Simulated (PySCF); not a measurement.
CH6SSiTe. Atoms are numbered in the order given.

```xyz
10

Te    -0.0393    -0.1043     0.8520
S      1.3882     0.7344    -0.9591
C      1.7857    -0.8004    -1.8724
H      2.3505    -1.5044    -1.2464
H      2.4130    -0.4871    -2.7218
H      0.8767    -1.2837    -2.2567
Si    -2.0779     0.0979    -0.6267
H     -1.8589    -0.6922    -1.8705
H     -2.3238     1.5230    -0.9761
H     -3.2470    -0.4535     0.1194
```

The structure is a stationary point at B3LYP-D3(BJ)/def2-SVP. This is a generated structure with no PubChem entry under its InChIKey; it may be hypothetical. The def2 effective core potentials stand for the cores of Te; spin–orbit coupling is left out. One conformer was computed; it need not be the lowest.

The numbers are results of CAM-B3LYP/def2-TZVP (PySCF), not measurements.

Gas-phase values at a fixed geometry.

```
Quantity                                                                                                        Result
---------------------------------------------------------------------------------------------  -----------------------
total energy                                                                                        -997.46793 hartree
highest occupied level                                                                                        -7.73 eV
lowest empty level                                                                                            -0.87 eV
orbital gap                                                                                                    6.86 eV
dipole moment                                                                                                   1.52 D
quadrupole, principal values (traceless, Buckingham form, about the centre of nuclear charge)   -5.53, -0.68, 6.21 D·Å
mean static polarisability                                                                      100.5 bohr³ (14.89 Å³)
polarisability, principal values                                                               79.0, 98.8, 123.7 bohr³
```
